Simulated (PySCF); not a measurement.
Species: C6H4N2.
Numbering: `[N:1]#[C:2][c:3]1[cH:4][cH:5][n:6][cH:7][cH:8]1` (hydrogens: H9 on C4; H10 on C5; H11 on C7; H12 on C8)

Geometry (PBE0-D3(BJ)/def2-SVP, Å), atoms numbered from 1 in this order:
```
atom  x, y, z in Å
N1     3.2251    0.4419   -0.0883
C2     2.0740    0.3113   -0.1114
C3     0.6501    0.1488   -0.1399
C4    -0.1947    1.2651   -0.1218
C5    -1.5698    1.0442   -0.1507
N6    -2.1208   -0.1654   -0.1943
C7    -1.3117   -1.2208   -0.2112
C8     0.0780   -1.1281   -0.1858
H9     0.2140    2.2760   -0.0861
H10   -2.2581    1.8966   -0.1376
H11   -1.7911   -2.2054   -0.2470
H12    0.7036   -2.0218   -0.2010
```

Computed, not measured: PySCF 2.14.0, density-fitted response routines, TDDFT CAM-B3LYP/def2-SVPD, vertical, gas phase, core orbitals frozen in the response.

Q: List the vertical singlet excitations with oscillator strengths and describe the spectrum.

A: 

| state | λ (nm) | E (eV) | f | symmetry | main configurations (H = HOMO, L = LUMO) |
| --- | --- | --- | --- | --- | --- |
| S1 | 269.2 | 4.61 | 0.0029 | B1 or B2 | H→L (96%) |
| S2 | 236.7 | 5.24 | 0.059 | B1 or B2 | H-1→L (81%), H-2→L+1 (16%) |
| S3 | 231.3 | 5.36 | 0.0000 | – | H→L+1 (99%) |
| S4 | 208.2 | 5.95 | 0.142 | A1 | H-2→L (80%), H-1→L+1 (15%) |
| S5 | 193.0 | 6.42 | 0.0000 | – | H-3→L (91%) |
| S6 | 180.1 | 6.88 | 0.512 | A1 | H-1→L+1 (77%), H-2→L (11%) |
| S7 | 174.5 | 7.11 | 0.299 | B1 or B2 | H-2→L+1 (80%), H-1→L (16%) |
| S8 | 167.8 | 7.39 | 0.0000 | – | H-2→L+3 (70%), H-5→L+3 (14%) |
| S9 | 159.3 | 7.78 | 0.0000 | – | H-1→L+2 (84%), H-6→L (11%) |
| S10 | 159.1 | 7.79 | 0.0000 | – | H-6→L (81%), H-1→L+2 (11%) |

Triplets, Tamm–Dancoff:

```tsv
state	E (eV)	λ (nm)	main configurations (H = HOMO, L = LUMO)
T1	3.93	315.2	H→L (91%)
T2	3.95	313.8	H-2→L (67%), H-1→L+1 (26%)
T3	4.20	295.2	H-1→L (97%)
T4	4.71	263.0	H-1→L+1 (70%), H-2→L (28%)
```

The lowest singlet comes at 269 nm (444 kJ/mol) in the ultraviolet; it is very weak; its leading configuration is HOMO→LUMO (96%). The most intense listed level is S6 at 6.88 eV (180 nm, f = 0.512), 2.28 eV above S1. S9/S10 lie within about 0.01 eV of each other. Löwdin shares by element: HOMO nitrogen 61% or more, carbon 26% or more; LUMO nitrogen 30%, carbon 30% or more (atoms not listed hold the other 40%). Orbital energies (eV): HOMO-3 -11.50, HOMO-2 -10.00, HOMO-1 -9.67, HOMO -9.59, LUMO -1.21, LUMO+1 -0.17, LUMO+2 1.05. The oscillator strengths of these states sum to 1.015; summed over the whole spectrum of an exact calculation they would give the number of electrons, 54 (Thomas–Reiche–Kuhn). The listed states span 3.18 eV, and the widest gap between neighbours is 0.63 eV (S1 to S2). The vertical ionisation energy (ΔSCF) is 10.22 eV, 2.43 eV above S10. Symmetry labels in C2v follow from the direction of the transition dipole and are given only for states with f of 0.002 or more; B1 and B2 swap with the choice of axes. The window holds the lowest 10 singlets.
